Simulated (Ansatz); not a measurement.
Total energies of B2H6OSi, SMILES `BO[SiH2]B`.

```tsv
atom	x (Å)	y (Å)	z (Å)
B1	1.8245	0.5597	1.0295
O2	0.9861	-0.3125	0.4430
Si3	-0.1568	-0.1343	-0.7553
B4	-1.9968	-0.6525	-0.1648
H5	1.8257	1.7164	0.6922
H6	2.5565	0.1516	1.8874
H7	-0.1571	1.2835	-1.2238
H8	0.2673	-1.0026	-1.8888
H9	-2.8866	-0.6015	-0.9635
H10	-2.2627	-1.0079	0.9441
```

Charge 0, multiplicity 1. Geometry: relaxed with PBE0-D4/def2-TZVP. It is one conformer, not always the lowest. Basis def2-TZVPP, Ansatz.

RPA on PBE orbitals: Hartree–Fock energy of these orbitals -416.71299 Eh, correlation -0.99708 Eh (frozen core).

| functional | energy without D4 (Eh) | D4 term (kJ/mol) |
| --- | --- | --- |
| LDA (SPW92) | -415.77272 | – |
| revPBE | -417.99569 | -49.0 |
| BLYP | -418.05432 | -35.7 |
| r2SCAN | -417.99893 | -4.0 |
| PBE0 | -417.81877 | -13.7 |
| B3LYP | -418.14629 | -26.2 |
| HSE06 (plane-wave form) | -417.80429 | -12.8 |
| BHLYP | -418.05170 | -20.2 |
| ωB97X-V | -418.02451 | – |
| ωB97M-V | -418.02039 | – |

Task: Give the same for PBE, B97M-V, r2SCANh, r2SCAN0, CAM-B3LYP, LC-ωPBE, B2PLYP, PBE-QIDH. (An estimate is asked.)

Result: Ansatz gave: 
```tsv
functional	energy without D4 (Eh)	D4 term (kJ/mol)
PBE	-417.76812	-16.2
B97M-V	-418.02957	–
r2SCANh	-417.99296	-4.2
r2SCAN0	-417.98491	-4.7
CAM-B3LYP	-418.05366	-13.9
LC-ωPBE	-417.92448	–
B2PLYP	-417.88053	–
PBE-QIDH	-417.71836	–
```

B3LYP takes the VWN-RPA correlation (the form of Gaussian; ORCA's B3LYP/G). HSE06 is the plane-wave form, built on full-range PBE exchange. The double hybrids freeze the cores in their second-order part.

LC-ωPBE has ω = 0.4 bohr⁻¹.
